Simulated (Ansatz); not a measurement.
The cluster Li2Al3: single points at one geometry.

```yaml
crystal:
  periodic: [false, false, false]
  atoms:
    - {symbol: Al, position_ang: [1.093684, 0.838949, 0.361617]}
    - {symbol: Al, position_ang: [-1.150020, -0.185625, 0.545059]}
    - {symbol: Al, position_ang: [-1.209267, 1.732736, -1.258532]}
    - {symbol: Li, position_ang: [0.948108, -1.355555, 1.923137]}
    - {symbol: Li, position_ang: [0.317494, -1.030516, -1.571271]}
basis:
  gaussian: {orbitals: def2-TZVPD, initial_orbitals: start.molden}
magnetization: {spin_polarized: true, initial_magnetization: 1}
hamiltonian: {xc: pbe0, dispersion: d4}
scf: {omitted_lower_state_checks: [starts]}
output: {orbitals: {seedname: orbitals}}
```

The file start.molden holds the orbitals of an earlier run on this structure, at another level or in another basis.

```sh
$ ansatz run in.yaml --threads 2 --pin off --events-out ev --progress --plain --max-ram 4352MiB
```

Shortened log:

```
Functional definition: PBE0
1212 factors; their error is unknown
mean field evaluation 1: about -20189.2175 eV, gradient 2.4e0 eV
mean field evaluation 2: about -20189.2436 eV, gradient 4.8e-2 eV
mean field evaluation 4: about -20189.2799 eV, gradient 3.7e-4 eV
mean field evaluation 8: about -20189.2799 eV, gradient 2.3e-5 eV
mean field -20189.27986000 eV, -741.9423500695 hartree, gradient 1.8e-5 eV, S^2 0.942202; 0 other end points of the search recorded, 0 dependent functions left out
reference -20189.27989948 eV, -741.9423515203 hartree; 23, 22 occupied and 140, 141 virtual orbitals, 1212 factors
Total energy: -20189.40780976 eV, -741.9470521364 hartree
Checks for a lower state left out: starts
```

It took 18 s on 2 threads of Arm Neoverse V1 on a shared host, peak host memory 0.69 GiB.

The first input with `gaussian: {orbitals: def2-TZVP, initial_orbitals: start.molden}`, `hamiltonian: {xc: pbe, dispersion: d4}` (abridged; 6 s):

```
Functional definition: PBE
mean field evaluation 16: about -20187.5059 eV, gradient 4.2e-6 eV
mean field -20187.50593310 eV, -741.8771594585 hartree, gradient 4.2e-6 eV, S^2 0.795680
Total energy: -20187.65560780 eV, -741.8826599023 hartree
Checks for a lower state left out: starts
```

The first input with `gaussian: {orbitals: def2-TZVP, initial_orbitals: start.molden}`, `hamiltonian: {xc: {name: wB97X-V}}` (abridged; 48 s):

```
Functional definition: wB97X-V
mean field -20194.96606340 eV, -742.1513141903 hartree, gradient 5.9e-6 eV, S^2 0.850648
Total energy: -20194.96606155 eV, -742.1513141222 hartree
Checks for a lower state left out: starts
```

The first input with `gaussian: {orbitals: def2-TZVP, initial_orbitals: start.molden}`, `hamiltonian: {xc: r2scan, dispersion: d4}`, `output: {forces: true, orbitals: {seedname: orbitals}}` (abridged; 15 s):

```
Functional definition: r2SCAN
mean field -20197.00036316 eV, -742.2260733276 hartree, gradient 2.0e-5 eV, S^2 1.191651
Total energy: -20197.02718936 eV, -742.2270591723 hartree
Atom 0 force    -0.031199     0.175815    -0.154684 eV/Å
Atom 1 force    -0.168464     0.052725    -0.059292 eV/Å
Atom 2 force     0.248924    -0.279174     0.281326 eV/Å
Atom 3 force    -0.038538     0.022810    -0.017569 eV/Å
Atom 4 force    -0.010723     0.027823    -0.049781 eV/Å
Dipole moment:     0.604819    -1.262160     0.099376 e Å
Checks for a lower state left out: starts
```

First input, but with `gaussian: {orbitals: def2-TZVP, initial_orbitals: start.molden}`, `hamiltonian: {xc: {name: LC-wPBE, parameters: {omega: 0.2/bohr}}}` (abridged; 13 s):

```
Functional definition: LC-wPBE
mean field -20189.64105700 eV, -741.9556238144 hartree, gradient 3.6e-6 eV, S^2 0.995405
Total energy: -20189.64105702 eV, -741.9556238152 hartree
Checks for a lower state left out: starts
```

First input, but with `correlation: {method: ccsd_t}`, `scf: {omitted_lower_state_checks: [starts, cluster_reference]}` and without the key `hamiltonian` (abridged; 68 s):

```
Functional definition: HF
mean field -20153.30036704 eV, -740.6201280912 hartree, gradient 2.9e-6 eV, S^2 1.705336
15 core orbitals not correlated: weight in the atoms' cores, before any rotation towards them, 1.000 or more for the frozen orbitals, at most 0.000 for the correlated occupied ones
second order -7.48210531 eV of doubles, -0.00000000 eV of singles
cycle   1  -8.02806963 eV  change   -5.5e-1 eV  update   1.3e-1
cycle   2  -8.42179958 eV  change   -3.9e-1 eV  update   6.3e-2
cycle   3  -8.56380124 eV  change   -1.4e-1 eV  update   4.8e-2
cycle   4  -8.59454613 eV  change   -3.1e-2 eV  update   3.2e-2
cycle   5  -8.62426576 eV  change   -3.0e-2 eV  update   2.4e-2
cycle   6  -8.66136956 eV  change   -3.7e-2 eV  update   1.7e-2
cycle   7  -8.67315220 eV  change   -1.2e-2 eV  update   9.9e-3
cycle   8  -8.68245811 eV  change   -9.3e-3 eV  update   6.4e-3
cycle   9  -8.68861275 eV  change   -6.2e-3 eV  update   3.7e-3
cycle  10  -8.68910905 eV  change   -5.0e-4 eV  update   2.0e-3
[...]
cycle  15  -8.69057523 eV  change    1.3e-4 eV  update   3.1e-4
cycle  16  -8.69056125 eV  change    1.4e-5 eV  update   2.3e-4
cycle  17  -8.69054022 eV  change    2.1e-5 eV  update   1.7e-4
cycle  18  -8.69060376 eV  change   -6.4e-5 eV  update   1.3e-4
cycle  19  -8.69061141 eV  change   -7.7e-6 eV  update   9.6e-5
cycle  20  -8.69056136 eV  change    5.0e-5 eV  update   7.0e-5
cycle  21  -8.69051845 eV  change    4.3e-5 eV  update   4.7e-5
cycle  22  -8.69049880 eV  change    2.0e-5 eV  update   2.9e-5
cycle  23  -8.69048253 eV  change    1.6e-5 eV  update   1.9e-5
cycle  24  -8.69047503 eV  change    7.5e-6 eV  update   1.3e-5
cycle  25  -8.69046297 eV  change    1.2e-5 eV  update   8.5e-6
cycle  26  -8.69045594 eV  change    7.0e-6 eV  update   5.8e-6
cycle  27  -8.69045073 eV  change    5.2e-6 eV  update   3.7e-6
perturbative correction -0.68605412 eV, -0.0252120239 hartree
Total energy: -20162.67687190 eV, -740.9647082889 hartree
Checks for a lower state left out: starts, cluster_reference
```

As the first input, with `gaussian: {orbitals: def2-TZVP, initial_orbitals: start.molden}`, `hamiltonian: {xc: {name: LC-wPBE, parameters: {omega: 0.3/bohr}}}` (abridged; 14 s):

```
Functional definition: LC-wPBE
mean field -20189.97567179 eV, -741.9679206813 hartree, gradient 7.3e-6 eV, S^2 1.193712
Total energy: -20189.97567180 eV, -741.9679206817 hartree
Checks for a lower state left out: starts
```

Geometry: B3LYP-D4/def2-TZVP.

Correlated methods freeze 15 core orbitals; core or outer-core shells of Li are correlated, in sets that lack core-valence functions. At PBE0-D4/def2-TZVPD, r2SCAN-D4/def2-TZVP, LC-ωPBE (ω = 0.20 bohr⁻¹)/def2-TZVP, CCSD(T)/def2-TZVPD and others the charge 0 doublet is spin-contaminated (final ⟨S²⟩ up to 1.71, 0.75 for a pure state). At CCSD(T)/def2-TZVPD T1 of the charge 0 doublet is large (up to 0.089), so the single-reference result is doubtful. The order of the spin states hangs on the level: the quartet lies 0.07 eV below the doublet at r2SCAN-D4/def2-TZVP, but 0.07 eV above it at PBE-D4/def2-TZVP. The structure comes from a short search, and lower isomers may exist.
